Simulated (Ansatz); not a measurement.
Mg₆N₃⁻, relaxed as a singlet with RKS r2SCAN-D4/def2-SVPD in Ansatz, starting from the r2SCAN-D4/def2-SVP geometry of the neutral doublet. Force threshold 0.02 eV/Å.

A triplet lies near this restricted singlet, and broken spin symmetry wasn't tried. The structure comes from a short search, and lower isomers may exist.

Start:

```xyz
9

Mg    0.8096   -1.4881    1.4200
Mg    1.1957    0.6992   -0.1189
Mg   -1.2729    1.7930   -0.2250
Mg   -1.1530    0.7465    2.9479
Mg    0.9483   -0.6192   -2.4359
Mg   -0.9342   -0.8682   -0.5489
N     1.1310   -1.3828   -0.5564
N    -0.4575    0.3000    1.1778
N    -0.2669    0.8197   -1.6606
```

| step | energy (eV) | largest force component (eV/Å) | SCF passes |
| --- | --- | --- | --- |
| 1 | -37118.0066 | 0.368 | 30 |
| 2 | -37118.0408 | 0.259 | 28 |
| 3 (rejected) | -37118.0288 | 0.640 | 38 |
| 4 | -37118.0515 | 0.080 | 28 |
| 5 | -37118.0640 | 0.201 | 35 |
| 6 | -37118.0862 | 0.286 | 33 |
| 7 | -37118.0905 | 0.435 | 33 |
| 8 | -37118.1211 | 0.215 | 34 |
| 9 | -37118.1316 | 0.120 | 30 |
| 10 | -37118.1339 | 0.067 | 29 |
| 11 | -37118.1346 | 0.012 | 28 |

Force components are those of the run's own axes.

End:

```csv
atom,x (Å),y (Å),z (Å)
Mg1,0.882,-1.567,1.342
Mg2,1.206,0.628,-0.103
Mg3,-1.269,1.737,-0.054
Mg4,-1.344,1.065,2.757
Mg5,0.894,-0.535,-2.460
Mg6,-0.875,-0.905,-0.525
N7,1.199,-1.448,-0.652
N8,-0.379,0.166,1.268
N9,-0.313,0.860,-1.574
```

By distances, no bond broke or formed. The bond that changes most is Mg1–N8, from 2.20 to 2.14 Å (atoms count from 1).

No frequencies were taken in this run, so the end may be a saddle point.

Run time 29 s (2 threads of AMD EPYC 7R13 on a shared host and a share (18 GiB) of an NVIDIA H100 80GB HBM3), peak host memory 0.84 GiB.
